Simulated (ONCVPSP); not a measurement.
# Transferability test, ONCV potential for Ce (Z = 58)

| Item | Value |
| --- | --- |
| Element | Ce (Z = 58) |
| Generator | ONCVPSP 4.0.1 |
| Type | optimised norm-conserving Vanderbilt (ONCV) |
| Functional | PBEsol |
| Relativity | scalar-relativistic |
| Frozen core | [Kr] 4d10 |
| Valence charge | 12 |
| Reference configuration | 4f1 5s2 5p6 5d1 6s1 6p1 |
| Partial waves | 5s+6s: rc 2.15 bohr, ncon 3, nbas 7, qcut 6 1/bohr, 3 projectors, debl 0.4 Ha; 5p+6p: rc 2.90 bohr, ncon 4, nbas 7, qcut 4.3 1/bohr, 2 projectors; 5d: rc 3.70 bohr, ncon 5, nbas 8, qcut 3.8 1/bohr, 2 projectors, debl 1.4 Ha; 4f: rc 1.25 bohr, ncon 4, nbas 8, qcut 14.9 1/bohr, 2 projectors, debl 2 Ha |
| Local potential | polynomial inside 1.15 bohr (lpopt 2, dvloc0 2 Ha) |
| Core correction | polynomial model core, fcfact 0.4 |

Energies are relative to the spin-unpolarised reference configuration 4f1 5s2 5p6 5d1 6s1 6p1; without spin polarisation the order of configurations can differ from experiment.

Give the all-electron excitation energy and the error of the potential for: 4f1 5s2 5p6 5d1 6s2 6p0; 4f1 5s2 5p6 5d1 6s1 6p0; 4f1 5s2 5p6 5d1 6s0 6p0; 4f1 5s2 5p6 5d1.5 6s1.5 6p0.

```tsv
valence configuration	charge	ΔE all-electron (eV)	error AE − PS (meV)
4f1 5s2 5p6 5d1 6s2 6p0	0	-2.481	+0.1
4f1 5s2 5p6 5d1 6s1 6p0	+1	3.623	-1.1
4f1 5s2 5p6 5d1 6s0 6p0	+2	14.661	-3.9
4f1 5s2 5p6 5d1.5 6s1.5 6p0	0	-2.077	-0.4
```

Note: no bound ghost flagged; GHOST(+) flagged for d at 30.5 eV, s at 132.6 eV.
